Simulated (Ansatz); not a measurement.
## Molecular dynamics of H$_{4}$SeSi

The input (input.yaml):

```yaml
crystal:
  periodic: [false, false, false]
  atoms:
    - { symbol: Si, position_ang: [-0.249033, -0.235809, -0.480491] }
    - { symbol: Se, position_ang: [0.907256, -0.250865, 1.513698] }
    - { symbol: H, position_ang: [-1.619175, 0.331144, -0.324169] }
    - { symbol: H, position_ang: [-0.33961, -1.666918, -0.87881] }
    - { symbol: H, position_ang: [0.475037, 0.538819, -1.528097] }
    - { symbol: H, position_ang: [0.867625, 1.219629, 1.651569] }
basis:
  gaussian: { orbitals: def2-SVP }
hamiltonian:
  xc: b3lyp
md:
  timestep: 0.5
  n_steps: 100
  ensemble: nve_milne
  temperature: 100.0
  initial_velocities: maxwell_boltzmann
  seed: 123443
  masses: [{ species: H, mass: 2.014 }]
```

Command:

```bash
$ ansatz run input.yaml --threads 1 --pin off --max-ram 2048MiB --backend cpu --events-out ev --progress --plain --runs-dir out
```

It starts from a relaxed structure.

Output, in part (one step line in 4, the closing report, with atoms numbered from 0):

```
md step     0: t =     0.00 fs  T =   100.0 K  F+E_penalty+E_count = -73283.94208123 eV  E_kin = 0.051704 eV  conserved = -73283.89037723 eV  (21 SCF iters)
md step     4: t =     2.00 fs  T =    86.0 K  F+E_penalty+E_count = -73283.93483943 eV  E_kin = 0.044462 eV  conserved = -73283.89037723 eV  (21 SCF iters)
md step     8: t =     4.00 fs  T =    61.0 K  F+E_penalty+E_count = -73283.92191431 eV  E_kin = 0.031536 eV  conserved = -73283.89037795 eV  (18 SCF iters)
md step    12: t =     6.00 fs  T =    54.7 K  F+E_penalty+E_count = -73283.91867500 eV  E_kin = 0.028297 eV  conserved = -73283.89037844 eV  (18 SCF iters)
md step    16: t =     8.00 fs  T =    67.6 K  F+E_penalty+E_count = -73283.92535360 eV  E_kin = 0.034975 eV  conserved = -73283.89037858 eV  (21 SCF iters)
md step    20: t =    10.00 fs  T =    71.7 K  F+E_penalty+E_count = -73283.92747279 eV  E_kin = 0.037094 eV  conserved = -73283.89037871 eV  (21 SCF iters)
md step    24: t =    12.00 fs  T =    51.6 K  F+E_penalty+E_count = -73283.91705432 eV  E_kin = 0.026677 eV  conserved = -73283.89037725 eV  (21 SCF iters)
md step    28: t =    14.00 fs  T =    24.3 K  F+E_penalty+E_count = -73283.90293080 eV  E_kin = 0.012552 eV  conserved = -73283.89037889 eV  (18 SCF iters)
md step    32: t =    16.00 fs  T =    16.3 K  F+E_penalty+E_count = -73283.89882914 eV  E_kin = 0.008450 eV  conserved = -73283.89037873 eV  (18 SCF iters)
md step    36: t =    18.00 fs  T =    30.3 K  F+E_penalty+E_count = -73283.90606475 eV  E_kin = 0.015685 eV  conserved = -73283.89037988 eV  (18 SCF iters)
md step    40: t =    20.00 fs  T =    41.7 K  F+E_penalty+E_count = -73283.91194860 eV  E_kin = 0.021570 eV  conserved = -73283.89037816 eV  (21 SCF iters)
md step    44: t =    22.00 fs  T =    31.3 K  F+E_penalty+E_count = -73283.90654276 eV  E_kin = 0.016165 eV  conserved = -73283.89037807 eV  (21 SCF iters)
md step    48: t =    24.00 fs  T =    11.9 K  F+E_penalty+E_count = -73283.89652690 eV  E_kin = 0.006147 eV  conserved = -73283.89037978 eV  (17 SCF iters)
md step    52: t =    26.00 fs  T =    11.2 K  F+E_penalty+E_count = -73283.89614643 eV  E_kin = 0.005767 eV  conserved = -73283.89037960 eV  (18 SCF iters)
md step    56: t =    28.00 fs  T =    32.0 K  F+E_penalty+E_count = -73283.90694735 eV  E_kin = 0.016567 eV  conserved = -73283.89037995 eV  (18 SCF iters)
md step    60: t =    30.00 fs  T =    50.0 K  F+E_penalty+E_count = -73283.91624373 eV  E_kin = 0.025866 eV  conserved = -73283.89037798 eV  (21 SCF iters)
md step    64: t =    32.00 fs  T =    47.8 K  F+E_penalty+E_count = -73283.91510974 eV  E_kin = 0.024731 eV  conserved = -73283.89037914 eV  (21 SCF iters)
md step    68: t =    34.00 fs  T =    36.5 K  F+E_penalty+E_count = -73283.90924826 eV  E_kin = 0.018868 eV  conserved = -73283.89037992 eV  (18 SCF iters)
md step    72: t =    36.00 fs  T =    39.1 K  F+E_penalty+E_count = -73283.91059918 eV  E_kin = 0.020219 eV  conserved = -73283.89037984 eV  (18 SCF iters)
md step    76: t =    38.00 fs  T =    60.7 K  F+E_penalty+E_count = -73283.92174763 eV  E_kin = 0.031368 eV  conserved = -73283.89037954 eV  (18 SCF iters)
md step    80: t =    40.00 fs  T =    81.0 K  F+E_penalty+E_count = -73283.93228295 eV  E_kin = 0.041904 eV  conserved = -73283.89037897 eV  (21 SCF iters)
md step    84: t =    42.00 fs  T =    81.4 K  F+E_penalty+E_count = -73283.93244622 eV  E_kin = 0.042066 eV  conserved = -73283.89038028 eV  (21 SCF iters)
md step    88: t =    44.00 fs  T =    68.9 K  F+E_penalty+E_count = -73283.92599747 eV  E_kin = 0.035618 eV  conserved = -73283.89037916 eV  (18 SCF iters)
md step    92: t =    46.00 fs  T =    65.2 K  F+E_penalty+E_count = -73283.92411009 eV  E_kin = 0.033730 eV  conserved = -73283.89038005 eV  (23 SCF iters)
md step    96: t =    48.00 fs  T =    76.0 K  F+E_penalty+E_count = -73283.92966470 eV  E_kin = 0.039285 eV  conserved = -73283.89037956 eV  (21 SCF iters)
md step   100: t =    50.00 fs  T =    84.8 K  F+E_penalty+E_count = -73283.93421586 eV  E_kin = 0.043836 eV  conserved = -73283.89038009 eV  (23 SCF iters)
Total energy: -73283.93442713 eV, -2693.1349165622 hartree
Atom 0 at    -0.244407    -0.237024    -0.469442 Å, force    -0.214840    -0.198360    -0.070439 eV/Å
Atom 1 at     0.907494    -0.250415     1.507606 Å, force     0.044248     0.183464     0.255138 eV/Å
Atom 2 at    -1.600803     0.371384    -0.329268 Å, force     0.035752    -0.034172     0.015255 eV/Å
Atom 3 at    -0.370776    -1.676359    -0.868929 Å, force     0.028260     0.175778     0.063077 eV/Å
Atom 4 at     0.505285     0.508168    -1.502022 Å, force     0.080814     0.103008    -0.210473 eV/Å
Atom 5 at     0.776325     1.218772     1.705501 Å, force     0.025765    -0.229717    -0.052558 eV/Å
Dipole moment:    -0.083972     0.128891    -0.107235 e Å
```

All steps were run. The conserved energy stayed within 0.00067 meV per atom of its start (net change -0.0005 meV per atom), so the integration is sound. A run of 0.05 ps of so small a system gives no equilibrium averages.

The same pairs are bonded in the first frame and the last. Pairs count as bonded within 1.25 times the sum of covalent radii (0.12 Å more for H–H).

Last frame:

```xyz
6
Properties=species:S:1:pos:R:3
Si -0.244 -0.237 -0.469
Se 0.907 -0.250 1.508
H -1.601 0.371 -0.329
H -0.371 -1.676 -0.869
H 0.505 0.508 -1.502
H 0.776 1.219 1.706
```

Run time: 3.1 min on 1 thread of Arm Neoverse V2, on a shared host, peak memory 0.14 GiB.
